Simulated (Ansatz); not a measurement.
Abridged output of a molecular run in Ansatz:

```
Functional definition: HF
2241 factors; integrals over basis functions are off by at most 1.2e-3 eV
mean field evaluation 1: about -41325.4598 eV, gradient 7.3e1 eV
mean field evaluation 2: about -41325.8212 eV, gradient 7.3e1 eV
mean field evaluation 4: about -41336.1892 eV, gradient 6.3e0 eV
mean field evaluation 8: about -41336.3211 eV, gradient 6.3e-1 eV
mean field -41336.32248080 eV, -1519.0818324036 hartree, gradient 2.5e-6 eV, S^2 0.000000; 0 other end points of the search recorded, 0 dependent functions left out
20 core orbitals not correlated: weight in the atoms' cores, before any rotation towards them, 1.000 or more for the frozen orbitals, at most 0.000 for the correlated occupied ones
reference -41336.32248080 eV, -1519.0818324036 hartree; 46, 46 occupied and 167, 167 virtual orbitals, 2241 factors
second order -67.58275675 eV of doubles, -0.00000000 eV of singles
cycle   1  -66.89151913 eV  change    6.9e-1 eV  update   2.0e-1
cycle   2  -68.39868734 eV  change    -1.5e0 eV  update   5.9e-2
cycle   3  -68.77370446 eV  change   -3.8e-1 eV  update   3.4e-2
cycle   4  -68.76903737 eV  change    4.7e-3 eV  update   1.0e-2
cycle   5  -68.75055161 eV  change    1.8e-2 eV  update   6.2e-3
cycle   6  -68.75328187 eV  change   -2.7e-3 eV  update   2.3e-3
cycle   7  -68.75425325 eV  change   -9.7e-4 eV  update   1.1e-3
cycle   8  -68.75338213 eV  change    8.7e-4 eV  update   4.5e-4
cycle   9  -68.75344292 eV  change   -6.1e-5 eV  update   2.0e-4
cycle  10  -68.75378523 eV  change   -3.4e-4 eV  update   8.6e-5
cycle  11  -68.75365050 eV  change    1.3e-4 eV  update   4.0e-5
cycle  12  -68.75364817 eV  change    2.3e-6 eV  update   2.1e-5
perturbative correction -1.85044576 eV, -0.0680026275 hartree
Total energy: -41406.92657474 eV, -1521.6764849987 hartree
```

Its atoms:

Cartesian coordinates in Å:
```
F 1.1346 2.0794 2.1019
B 1.0398 0.8591 1.5630
Cl 2.0463 -0.4387 2.3367
O 1.4286 0.9410 0.0945
C 0.8355 0.2482 -0.7829
C 1.4925 0.3036 -2.1627
F 0.8238 -0.4434 -3.0367
F 1.5117 1.5554 -2.6026
F 2.7373 -0.1451 -2.0875
C -0.3287 -0.4648 -0.5610
C -0.9285 -0.2553 0.6675
C -2.3289 -0.7856 0.9780
F -3.1510 0.2282 1.2183
F -2.8080 -1.4872 -0.0453
F -2.2883 -1.5688 2.0463
O -0.4146 0.4150 1.6098
H -0.8022 -1.0413 -1.3371
```

Problem. Which basis set was used?
A. def2-TZVPP
B. def2-SVP
C. def2-SVPD
D. cc-pV(T+d)Z

Solution. B. It gives 233 functions.

Problem. Write the keys of the input that set method, charge and spin (a neutral closed shell needs none for the last two).

Solution. 
```yaml
correlation: {method: ccsd_t}
```
